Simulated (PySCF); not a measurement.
**SMILES c1nnc2nsnc2n1, C3HN5S**

Geometry:
| atom | x (Å) | y (Å) | z (Å) |
| --- | --- | --- | --- |
| C1 | -1.359 | -0.125 | -1.129 |
| N2 | -1.206 | 1.217 | -0.864 |
| N3 | -0.286 | 1.624 | -0.068 |
| C4 | 0.505 | 0.666 | 0.479 |
| N5 | 1.508 | 0.909 | 1.324 |
| S6 | 2.130 | -0.542 | 1.680 |
| N7 | 1.185 | -1.526 | 0.804 |
| C8 | 0.318 | -0.728 | 0.179 |
| N9 | -0.658 | -1.122 | -0.660 |
| H10 | -2.178 | -0.346 | -1.821 |

Method used: PySCF, TDDFT CAM-B3LYP/aug-cc-pVDZ excited states, vertical, gas phase. Geometry: PBE0-D3(BJ)/def2-SVP.

(1) Give the one- and two-photon strengths of the lowest singlets.

## Answers

(1) δ for parallel linear polarisation; σ at the peak of a Lorentzian of half width 0.1 eV, single beam; Ω is circular over linear.
| state | E (eV) | f | photon λ (nm) | δ (au) | σ (GM) | Ω | main |
| --- | --- | --- | --- | --- | --- | --- | --- |
| S1 | 2.27 | 0.002 | 1092 | 4.39 | 0.01 | 1.50 | HOMO→LUMO 0.94 |
| S2 | 4.38 | 0.000 | 566 | <0.1 | 0.00 | – | HOMO−3→LUMO 0.95 |
| S3 | 4.44 | 0.194 | 559 | 245 | 1.77 | 0.56 | HOMO−1→LUMO 0.92 |
| S4 | 4.58 | 0.001 | 542 | 1880 | 14.44 | 1.50 | HOMO−4→LUMO 0.53, HOMO→LUMO+1 0.29 |
| S5 | 4.75 | 0.131 | 522 | 19.7 | 0.16 | 0.38 | HOMO−2→LUMO 0.92 |
| S6 | 4.90 | 0.000 | 507 | 30.9 | 0.27 | 1.50 | HOMO→LUMO+2 0.65, HOMO−4→LUMO 0.21 |

Among these, the strongest one-photon state is S3, the strongest two-photon state S4, with a dipole change of 1.7 D (relaxed, norm of the difference vector).
